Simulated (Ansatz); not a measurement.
Isomers of CH4ClFGe, relaxed with PBE0-D4/def2-TZVP in Ansatz; electronic energies, one conformer each and not always the lowest. Functionals use def2-TZVPP; CBS adds triple-zeta CCSD(T) − MP2 to the MP2 limit of def2-TZVPP and def2-QZVPP.

Outer-core shells of Ge are correlated without core-valence functions. Scalar relativity is left out up to krypton. Spin–orbit coupling is left out.

(1) Order them by energy at frozen-core CCSD(T)/CBS, lowest first. (Estimate.)
A. `[CH3][GeH]([F])[Cl]`
B. `F[CH2][GeH2][Cl]`
C. `[F][GeH2][CH2]Cl`

(2) How do MP2/CBS(def2), r2SCAN-D4, HF/CBS(def2), B2PLYP place them (kcal/mol, against `[CH3][GeH]([F])[Cl]`)? (Estimate.)

Results:

(1) A (0.0 kcal/mol), C (40.6 kcal/mol), B (46.1 kcal/mol).

(2) Computed: 
| isomer | MP2/CBS(def2) | r2SCAN-D4 | HF/CBS(def2) | B2PLYP |
| --- | --- | --- | --- | --- |
| `[F][GeH2][CH2]Cl` | 41.8 | 41.9 | 42.7 | 41.3 |
| `F[CH2][GeH2][Cl]` | 48.7 | 45.6 | 46.1 | 45.8 |
